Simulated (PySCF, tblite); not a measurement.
Calculations on `CC(=[O+])/N=C\[C@H](F)OC=O` [radical], in the order of a workflow; each names the level of the geometry that it ran on. Settings lines and outputs come from a driver script.

C₅H₆FNO₃ (charge +1 and doublet state).
SMILES with atom numbers: `[CH3:1][C:2](=[O+:3])/[N:4]=[CH:5]\[C@H:6]([F:7])[O:8][CH:9]=[O:10]` (hydrogens: H11, H12, H13 on C1; H14 on C5; H15 on C6; H16 on C9)

Step 1: GFN2-xTB geometry optimisation, gas phase (tblite 0.8.0) (from a force-field or distance-geometry start)
```json
{"job": {"kind": "relax", "xc": "GFN2-xTB", "basis": "xTB"}, "charge": 1, "multiplicity": 2}
```
```
step      E/eV     max force
  0    -898.51170    4.926
  1    -898.91035    6.255
  2    -899.25516    1.746
...
149    -899.76957    0.048
150    -899.76968    0.036
151    -899.76973    0.056
152    -899.76974    0.037
153    -899.76977    0.010
```

Energy lowered by 29.0 kcal/mol over 153 steps; largest atomic force 0.010 eV/Å at the end. «max force» is the largest atomic force in eV/Å.

The run took 1.4 s wall on an Intel Xeon at 2.60 GHz with one thread, shared host with 96 logical CPUs at a one-minute load of 22.

Step 2: GFN2-xTB harmonic vibrations, gas phase (tblite 0.8.0) (on the GFN2-xTB geometry)
```json
{"job": {"kind": "ir", "xc": "GFN2-xTB", "basis": "xTB"}, "charge": 1, "multiplicity": 2}
```
```
(table of modes left out)
```

42 modes from 29 to 3067 cm⁻¹ (unscaled, harmonic); zero-point energy 66.1 kcal/mol; all wavenumbers are real at this level.

Hardware: Intel Xeon at 2.60 GHz, one thread, shared host. Cost: 0.73 s wall.

Step 3: UKS B3LYP, pcH-1 on C F H N O, non-relativistic, mean-field spin-orbit, GIAO (PySCF 2.14.0) (on the GFN2-xTB geometry)
```json
{"job": {"kind": "epr", "basis": "pcH-1"}, "charge": 1, "multiplicity": 2}
```
```
...
E = -574.06981115 Eh   <S^2> = 0.7634 (exact 0.7500)
g shifts (ppm)      1          2          3
  rmc          -281       -281       -281
  gc             19         35         40
  oz_so         494       2929       5584
  total         232       2683       5342
hyperfine (MHz)  atom isotope    a_iso     a_fc   dipolar eigenvalues
    0   13C      28.16      28.16    -11.20     -9.73     20.93
    1   13C     -62.09     -62.09    -19.21      8.31     10.89
    2   17O     -28.23     -28.23   -159.27     78.26     81.01
    3   14N       8.44       8.44    -20.32    -15.49     35.80
    4   13C     -33.91     -33.91    -11.02      4.31      6.71
    5   13C      38.20      38.20     -6.67     -6.41     13.09
    6   19F      -2.27      -2.27    -22.01    -18.66     40.67
    7   17O       2.83       2.83     -7.19      3.36      3.83
    8   13C      -6.64      -6.64     -1.37      0.26      1.11
    9   17O      -2.83      -2.83    -12.75      5.81      6.94
   10    1H       3.70       3.70     -4.76     -0.04      4.80
   11    1H      -4.73      -4.73     -5.73     -0.09      5.82
   12    1H      -6.14      -6.14     -5.77     -0.91      6.68
   13    1H     127.45     127.45     -4.23     -2.22      6.46
   14    1H       8.38       8.38     -3.03     -0.71      3.74
...
```

⟨S²⟩ 0.763; g_iso 2.0051. rmc, gc and oz_so are the mass-correction, gauge-correction and orbital-Zeeman/spin–orbit parts of the g shift along its three principal axes; a_iso is the isotropic hyperfine coupling and a_fc its Fermi-contact part. The log counts atoms from 0, this text from 1.

On one thread, Intel Xeon at 2.60 GHz (x86_64), shared host with 96 logical CPUs at a one-minute load of 25, this took 1.8 min of wall time (with the writing of density and orbital grids) and 1.1 GiB of memory at its peak.

Geometry of the electronic-property runs (GFN2-xTB):
```
atom  x, y, z in Å
C1    -2.7018    0.2490    0.5691
C2    -1.7109    0.8581   -0.3958
O3    -1.5962    2.0175   -0.6286
N4    -1.0180   -0.1202   -1.0868
C5     0.0588   -0.7060   -0.9344
C6     1.0032   -0.5265    0.2594
F7     0.3505    0.1753    1.2213
O8     2.0988    0.1978   -0.1990
C9     3.2608    0.1265    0.4943
O10    3.4828   -0.5638    1.4236
H11   -3.6321    0.1335    0.0055
H12   -2.3894   -0.7192    0.9490
H13   -2.8617    0.9543    1.3837
H14    0.3960   -1.4009   -1.7011
H15    1.2899   -1.4991    0.6978
H16    3.9617    0.8326    0.0138
```

 (This holds for the electronic-property runs.)

One conformer stands for the species.
